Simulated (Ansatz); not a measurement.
`[GeH3][SiH]1BO1` + `O=CO` → `O=C[O][GeH3]` + `B1O[SiH2]1` at 700 K and 1 bar (cleavage of the Ge–Si bond).

Gas-phase electronic energies from Ansatz, PBE0-D4/def2-TZVP geometries. CBS: MP2 limit from def2 TZ/QZ plus the TZ coupled-cluster correction, frozen cores. This one scheme is used for every species. For Ge outer-core shells are correlated without core-valence functions, which leaves a few kJ/mol of doubt a bond. Scalar relativity is left out up to krypton. Each species was taken in one conformer, which may not be the lowest.

| species | CCSD(T)/CBS energy (Eh) | H − E (kJ/mol) | S (J/(mol·K)) |
| --- | --- | --- | --- |
| `[GeH3][SiH]1BO1` | -2468.17523 | 201.0 | 453.1 |
| `O=CO` | -189.60296 | 123.9 | 296.8 |
| `O=C[O][GeH3]` | -2266.92775 | 185.4 | 402.8 |
| `B1O[SiH2]1` | -390.85529 | 131.4 | 332.3 |

H − E and S are ideal-gas, rigid-rotor, harmonic terms from PBE0-D4/def2-TZVP, for one conformer and one mirror image of each species. 1 Eh = 2625.50 kJ/mol, R = 8.31446 J/(mol·K).

Question: By hand: ΔE, ΔH, ΔS and ΔG.

Answer: ΔE = (-2266.92775) + (-390.85529) − (-2468.17523) − (-189.60296) = -0.00485 Eh = -12.7 kJ/mol. Δ(H − E) = 185.4 + 131.4 − 201.0 − 123.9 = -8.1, so ΔH = -20.8 kJ/mol. ΔS = 402.8 + 332.3 − 453.1 − 296.8 = -14.8 J/(mol·K). ΔG = -20.8 − 700 × (-14.8)/1000 = -10.4 kJ/mol.

Question: By hand: the equilibrium constant, and the temperature at which ΔG would vanish if ΔH and ΔS stayed fixed.

Answer: log₁₀ K = −ΔG/(RT ln 10) = 0.8. ΔG = 0 at ΔH/ΔS = 1405 K, though so small a ΔS makes that figure unsure.

TΔS isn't small against ΔH here. A doubt of 5 kJ/mol in ΔE shifts log₁₀ K by 0.4 here. Other conformers and mirror images would add mixing entropy, several J/(mol·K) or more a flexible species. These are equilibria of isolated gas molecules and say nothing of rates. Largest T1 diagnostic: 0.017 (customary marks: 0.02 for closed shells, 0.045 for open ones).
